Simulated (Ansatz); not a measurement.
```xyz
9

B     1.1039    0.4382   -0.6288
Si    0.7396   -1.2347    0.1612
In   -1.2495    0.6420    0.2768
H     0.8447    0.6268   -1.7841
H     1.5934    1.3162    0.0254
H     0.9402   -1.5532    1.5993
H     0.0576   -2.3643   -0.5236
H    -1.4927    2.2573   -0.2607
H    -2.5371   -0.1284    1.1345
```

Total charge 0; spin multiplicity 1. In: def2 effective core potential.

(1) List the CAM-B3LYP/def2-TZVPP orbital energies in eV (Ansatz). (An estimate is asked.)

Results:

(1) The calculation gave: Occupied: -1800.96, -185.11, -145.60, -129.52, -100.99, -100.89, -100.83, -86.26, -85.95, -85.91, -23.20, -23.02, -22.98, -22.97, -22.85, -17.65, -14.79, -13.18, -12.03, -10.84, -10.34, -9.60, -8.01. Lowest empty: -1.14, -0.31, 0.38, 1.47, 1.79, 2.07, 2.14, 2.65.
